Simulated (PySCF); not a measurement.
Match each property card to its molecule.

Structures:
1. `Fc1ccc(F)c(F)c1F`
2. `O=CO/C=C1/C[SiH2]S1`
3. `C=C(F)C/C=C\F`

Card P (geometry GFN2-xTB):
* Rotational constants A, B, C: 5.504, 1.401, 1.218 GHz
* Static isotropic polarisability (PBE0/def2-SVPD): 62.3 au
* Strongest line among the 6 lowest singlet transitions (TDDFT PBE0/def2-SVPD): S5 at 7.57 eV (164 nm, f = 0.239)
* HOMO energy (PBE0/def2-SVPD): -7.47 eV
* Largest of the computed one-bond spin–spin couplings (means over like bonds) (B3LYP/pcJ-1, spin–dipole term left out for some pairs): 19F–13C -329.0, 19F–13C -327.1, 13C–1H +207.4, 13C–1H +170.8, 13C–1H +169.2, 13C–1H +166.0, 13C–1H +138.7 (×2), 13C–13C +96.0 Hz
* Point group: C1

Card Q (geometry GFN2-xTB):
- Rotational constants A, B, C: 4.671, 0.673, 0.595 GHz
- Static isotropic polarisability (CAM-B3LYP/def2-SVPD): 103.2 au
- Dipole moment (CAM-B3LYP/def2-SVPD): 3.23 D
- Strongest line among the 8 lowest singlet transitions (TDDFT CAM-B3LYP/def2-SVPD): S3 at 5.44 eV (228 nm, f = 0.424)
- Point group: Cs

Card R (geometry GFN2-xTB):
- Rotational constants A, B, C: 2.079, 1.196, 0.759 GHz
- Static isotropic polarisability (CAM-B3LYP/def2-SVPD): 68.8 au
- HOMO energy (CAM-B3LYP/def2-SVPD): -9.01 eV
- Lowest singlet excitation (TDDFT CAM-B3LYP/def2-SVPD): 5.43 eV (229 nm, f = 0.012)
- Lowest triplet excitation (Tamm–Dancoff) (TDA CAM-B3LYP/def2-SVPD): 4.09 eV

Species are written as SMILES; each is one conformer at its optimised geometry, gas phase, non-relativistic unless stated. Electronic properties by PySCF.

**Question.** Which card belongs to which structure?

**Answer.** P = 3, Q = 2, R = 1. What ties each card to its structure:
- 1 (card R), C6H2F4, monoisotopic mass 150.0 u, 10 heavy atoms: an asymmetric top with C = 0.759 GHz; polarisability 68.8 au for 74 electrons.
- 2 (card Q), C4H6O2SSi, monoisotopic mass 146.0 u, 8 heavy atoms: point group Cs; an asymmetric top with C = 0.595 GHz, the lowest such constant on the cards; polarisability 103.2 au for 76 electrons; dipole 3.23 D.
- 3 (card P), C5H6F2, monoisotopic mass 104.0 u, 7 heavy atoms: point group C1; an asymmetric top with C = 1.218 GHz, the highest such constant on the cards; polarisability 62.3 au for 54 electrons.
